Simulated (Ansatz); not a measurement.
Consider the formal hydrolysis of the Si–Si bond: `C[Te][SiH2][SiH3]` + H₂O → `C[Te][SiH2]O` + SiH₄.

Program: Ansatz. Geometries: PBE0-D4/def2-TZVP. ΔE: electronic, gas phase. CBS: MP2 limit from def2 TZ/QZ plus the TZ coupled-cluster correction, frozen cores. This one scheme is used for every species. Functionals use def2-TZVPP. Elements past krypton have def2 core potentials. For Te outer-core shells are correlated without core-valence functions, which leaves a few kJ/mol of doubt a bond. One conformer a species, not always the lowest.

`C[Te][SiH2][SiH3]`:

```xyz
12

C    -2.017   -1.015    0.354
Te   -0.211   -1.841    1.180
Si    1.085    0.278    0.986
Si    1.284    0.888   -1.261
H    -2.369   -0.204    0.985
H    -2.748   -1.822    0.345
H    -1.836   -0.669   -0.661
H     2.421   -0.012    1.572
H     0.440    1.364    1.777
H    -0.067    0.933   -1.884
H     2.103   -0.127   -1.973
H     1.915    2.227   -1.422
```

H₂O:

Cartesian coordinates in Å:
```
O -0.098 0.240 0.290
H 0.295 -0.633 0.361
H -0.197 0.393 -0.652
```

`C[Te][SiH2]O`:

Z-matrix (Å, degrees):
```
C
Te 1 2.151
H 1 1.087 2 109.7
H 1 1.087 2 109.2 3 -122.0
H 1 1.088 2 106.8 3 119.1
Si 2 2.468 1 93.9 3 62.8
O 6 1.651 2 109.9 1 64.1
H 6 1.490 2 110.9 1 -55.7
H 6 1.486 2 106.0 1 -174.4
H 7 0.959 6 116.5 2 -149.6
```

SiH₄:

```xyz
5

Si    0.000    0.000    0.000
H     0.480    0.366    1.356
H     0.997   -0.883   -0.656
H    -0.179    1.231   -0.811
H    -1.297   -0.714    0.110
```

```json
{"species": "`C[Te][SiH2][SiH3]`", "ωB97M-V energy (Eh)": "-889.85467"}
{"species": "H₂O", "ωB97M-V energy (Eh)": "-76.43342"}
{"species": "`C[Te][SiH2]O`", "ωB97M-V energy (Eh)": "-674.47411"}
{"species": "SiH₄", "ωB97M-V energy (Eh)": "-291.84636"}
```

Q: Work out ΔE.

A: ΔE = (-674.47411) + (-291.84636) − (-889.85467) − (-76.43342) = -0.03238 Eh = -85.0 kJ/mol. CCSD(T)/CBS gives -75.2 kJ/mol.

Largest T1 diagnostic among the species: 0.011.

From PBE to PBE0 (25 % exact exchange), in def2-TZVPP and without D4, ΔE moves by −3.8 kJ/mol. The D4 term adds +8.0 kJ/mol with B3LYP and +4.7 kJ/mol with PBE0; it sums over pairs of atoms, weighted by their polarisabilities, and B3LYP, whose exchange is more repulsive, gets the larger term.

B3LYP here is the variant with VWN-RPA as its local correlation; programs differ in this.
